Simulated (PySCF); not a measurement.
# One molecule, several mistakes: H5OSi2

These are calculations, not measurements. They come from PySCF 2.14.0, an open-source quantum chemistry program, on an isolated molecule that a program drew, which may never have been made. The molecule is H5OSi2 (charge 0, doublet), drawn as the SMILES string `O[SiH2][SiH2]`.

Each row is a Hartree-Fock (HF) and frozen-core CCSD(T) single point in the cc-pV(D+d)Z basis, meant for a local HF minimum. Run 1 is clean. Each other run has one planted mistake out of seven kinds, and not every kind appears here: one electron removed, one electron added, multiplicity raised by two, geometry at a saddle point, minimal basis STO-3G, one bond length entered in bohr, all coordinates scaled. The reference is restricted for singlets and unrestricted otherwise, and also for a bond in bohr. Adding or removing an electron swaps singlet and doublet. Electrons count all cores. HOMO and LUMO are orbital energies over both spins, the gradient is its largest component, and the lowest frequency (negative if imaginary) is given only where the gradient is small. Bond lengths are over the 7 bonds as drawn. T1 is the CCSD diagnostic: over 0.02 (restricted) or 0.045 (unrestricted) a single reference is doubtful.

Geometry of the clean run:
```xyz
8
H5OSi2, angstrom
O    -0.0718    1.2227    0.3485
Si    0.3166   -0.2929    0.8888
Si   -1.3257   -1.8656    0.2602
H    -0.2233    1.3580   -0.5746
H     1.6088   -0.7555    0.3278
H     0.4433   -0.1661    2.3534
H    -0.8967   -3.2756    0.4317
H    -2.6554   -1.6656    0.8865
```

```
run,electrons,basis functions,<S^2>,HOMO (eV),LUMO (eV),gradient (hartree/bohr),lowest frequency (cm^-1),mean bond (Å),longest bond (Å),T1,HF (hartree),CCSD(T) (hartree),mistake
1,41,85,0.759,-8.78,0.98,6.5e-06,118,1.5550,2.359,0.0136,-655.64745,-656.07464,no fault
2,41,85,3.761,-4.23,-1.88,2.3e-02,-,1.5550,2.359,0.0340,-655.42254,-655.85096,multiplicity raised by two
3,42,85,0.000,-0.71,8.37,4.2e-02,-,1.5550,2.359,0.0135,-655.63985,-656.09783,one electron added
4,41,85,0.759,-8.69,1.08,8.9e-02,-,1.4508,2.201,0.0126,-655.60978,-656.03162,all coordinates scaled
5,40,85,0.000,-16.88,-7.03,5.0e-02,-,1.5550,2.359,0.0156,-655.35684,-655.77609,?
6,41,85,1.573,-8.89,0.84,2.9e-02,-,1.6751,2.359,0.0649,-655.51094,-655.92732,?
```

**Which mistake was planted in run 5, and what did it cost?**

It counts 40 electrons, one fewer than the clean run, at the same geometry and basis. So the mistake is: one electron removed. Subtracting run 1 and multiplying by 627.51 kcal/mol a hartree, the energy moved by 182.4 kcal/mol in HF and 187.3 kcal/mol in CCSD(T).

**Which mistake was planted in run 6, and what did it cost?**

The mean bond changes by a factor of 1.077 and the longest by 1.000, so the molecule wasn't scaled as a whole. A length L in bohr read as angstrom grows by (1/0.5292 - 1) L = 0.890 L. The 7 bonds together grew by 7 x 0.1201 = 0.841 Å, which gives L = 0.945 Å. That is bond O1-H4, 0.945 Å in the clean geometry. So the mistake is: one bond length entered in bohr. Subtracting run 1 and multiplying by 627.51 kcal/mol a hartree, the energy moved by 85.7 kcal/mol in HF and 92.4 kcal/mol in CCSD(T).

Cautions from the logs. Run 6: T1 is over the limit, so its CCSD(T) energy is less reliable.
